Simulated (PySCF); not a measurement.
## `F[C@@H]1CN([SiH3])C[C@H]1N[SiH3]`: 4 charge schemes on one density

Species: C₄H₁₃FN₂Si₂.
Z-matrix (Å and degrees, GFN2-xTB geometry), rows numbered from 1:
```
F 
C   1  1.3788
C   2  1.5317  1  110.76
N   3  1.4403  2  104.95  1  -102.09
Si  4  1.7142  3  124.66  2   162.48
C   4  1.4369  3  106.77  2   -36.00
C   6  1.5394  4  104.53  3    40.25
N   7  1.4301  2  115.00  1  -110.48
Si  8  1.7232  7  122.77  2    83.78
H   2  1.0955  1  105.64  3   122.72
H   3  1.1010  2  109.33  1   138.03
H   3  1.0899  2  111.51  1    17.79
H   5  1.4751  4  114.33  3    76.84
H   5  1.4606  4  105.09  3  -163.46
H   5  1.4611  4  105.19  3   -42.62
H   6  1.0884  4  110.77  3   161.85
H   6  1.1031  4  111.78  3   -77.18
H   7  1.0928  2  107.20  1     9.61
H   8  1.0096  7  111.75  2   -65.94
H   9  1.4606  8  102.99  7   178.42
H   9  1.4614  8  105.67  7    58.93
H   9  1.4691  8  115.12  7   -61.80
```

Density: PBE0/pcSseg-1 (PySCF); schemes: Mulliken, IAO, Hirshfeld and ESP-fitted. Geometry: GFN2-xTB, one conformer, isolated molecule.

Task: Do the Mulliken, IAO, Hirshfeld and ESP-fitted schemes agree on where the charge is highest?

Result: The schemes don't all agree: Mulliken Si5 (+0.649); IAO Si9 (+0.748); Hirshfeld Si9 (+0.347); ESP-fitted Si9 (+0.523).

Task: Do the Mulliken, IAO, Hirshfeld and ESP-fitted schemes agree on where the charge is lowest?

Result: The schemes don't all agree: Mulliken N4 (-0.826); IAO N8 (-0.671); Hirshfeld N8 (-0.242); ESP-fitted N8 (-0.814).

Task: For which atoms does the sign change between the 4 schemes (beyond +0.03 e in one, beyond −0.03 e in another)?

Result: C3, C6 and C7.

Task: What partial charge does each atom carry?

Result: In e:

```tsv
atom	environment	Mulliken	IAO	Hirshfeld	ESP-fitted
F1	alkyl fluorine	-0.338	-0.329	-0.120	-0.274
C2	sp3 C–F carbon	+0.228	+0.159	+0.056	+0.189
C3	sp3 carbon bound to nitrogen	+0.062	-0.173	-0.036	-0.230
N4	silicon-bound nitrogen	-0.826	-0.519	-0.178	-0.226
Si5	SiH3 silicon	+0.649	+0.746	+0.346	+0.455
C6	sp3 carbon bound to nitrogen	+0.128	-0.151	-0.028	-0.355
C7	sp3 carbon bound to nitrogen	-0.093	-0.023	+0.009	+0.354
N8	silicon-bound nitrogen	-0.641	-0.671	-0.242	-0.814
Si9	SiH3 silicon	+0.616	+0.748	+0.347	+0.523
H10	methine hydrogen	+0.089	+0.134	+0.037	+0.070
H11	methylene hydrogen	+0.108	+0.113	+0.031	+0.093
H12	methylene hydrogen	+0.134	+0.157	+0.047	+0.147
H13	Si–H hydrogen	-0.116	-0.163	-0.093	-0.117
H14	Si–H hydrogen	-0.114	-0.129	-0.077	-0.102
H15	Si–H hydrogen	-0.111	-0.130	-0.077	-0.106
H16	methylene hydrogen	+0.133	+0.149	+0.048	+0.156
H17	methylene hydrogen	+0.094	+0.102	+0.026	+0.133
H18	methine hydrogen	+0.140	+0.152	+0.044	+0.076
H19	N–H hydrogen	+0.185	+0.248	+0.109	+0.352
H20	Si–H hydrogen	-0.115	-0.128	-0.079	-0.103
H21	Si–H hydrogen	-0.105	-0.134	-0.078	-0.096
H22	Si–H hydrogen	-0.108	-0.159	-0.089	-0.125
```

Mean size of the charges over all atoms: IAO 0.246 e, Mulliken 0.233 e, ESP-fitted 0.232 e, Hirshfeld 0.100 e. Each set sums to the total charge, 0, to within 0.001 e. The Mulliken scheme counts on each atom the diagonal of the density matrix times the overlap matrix over that atom's basis functions. The Hirshfeld scheme weights the molecular density at each point by an atom's share of the summed free-atom densities.

Task: Sum the charges by element, for elements with more than one atom.

Result: 
```tsv
element	atoms	Mulliken	IAO	Hirshfeld	ESP-fitted
C	4	+0.325	-0.188	+0.001	-0.042
N	2	-1.466	-1.190	-0.420	-1.040
Si	2	+1.265	+1.494	+0.692	+0.978
H	13	+0.215	+0.213	-0.152	+0.378
```

Task: How closely do the schemes follow one another over all atoms?

Result: Correlation coefficient and root-mean-square difference: IAO with Hirshfeld 0.98, 0.191 e; Mulliken with IAO 0.94, 0.112 e; Mulliken with Hirshfeld 0.92, 0.204 e; IAO with ESP-fitted 0.89, 0.145 e; Hirshfeld with ESP-fitted 0.86, 0.188 e; Mulliken with ESP-fitted 0.76, 0.213 e.
